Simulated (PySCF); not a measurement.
Mapped SMILES: `[O:1]=[C:2]([F:3])[c:4]1[cH:5][c:6]([C:7]([F:8])([F:9])[F:10])[cH:11][o:12]1` (H(Xn): hydrogen on atom n).

[PySCF 2.14: coordinates at the GFN2-xTB level; shielding tensors at PBE0/pcSseg-1 (GIAO); a single conformation; relativity neglected; gas phase; rapidly exchanging positions averaged]

Referencing at the same level of theory: 13C (186.93 ppm) vs TMS.

Question: Do the 13C shifts follow the atomic charges (in e)? Tabulate both.

Answer: 
```tsv
atoms	hybridisation	δ (ppm)	σ para (ppm)	Hirshfeld	IAO	Mulliken	ESP-fitted
C2	sp2	155.9	-216	+0.22	+0.60	+0.64	+0.66
C11	sp2	152.8	-216	+0.05	+0.07	+0.31	+0.04
C4	sp2	146.5	-219	+0.04	+0.08	+0.07	+0.08
C5	sp2	131.4	-196	-0.05	-0.15	+0.02	-0.25
C7	sp3	130.7	-182	+0.26	+0.81	+0.96	+0.55
C6	sp2	130.6	-211	-0.06	-0.12	-0.47	-0.12
```

Correlation coefficients of δ with charge over these carbons: Hirshfeld +0.30, IAO +0.18, Mulliken +0.27, ESP-fitted +0.39; with the paramagnetic shielding -0.73. Among the 5 sp2 carbons alone: Hirshfeld +0.89, IAO +0.82, Mulliken +0.87, ESP-fitted +0.81. With so few points, grouped by hybridisation, these coefficients are fragile. Charge is one influence among several: hybridisation and low-lying excitations act through the paramagnetic term.

Shifts are as computed. Against solution values, carbons near 30 ppm lie about +3 ppm off and those near 130 ppm about +5 ppm. Of 1211 compounds with measured shifts, 218 miss one by over three times the rms of a fit or turn the order of signals round; such compounds aren't used in these exercises.
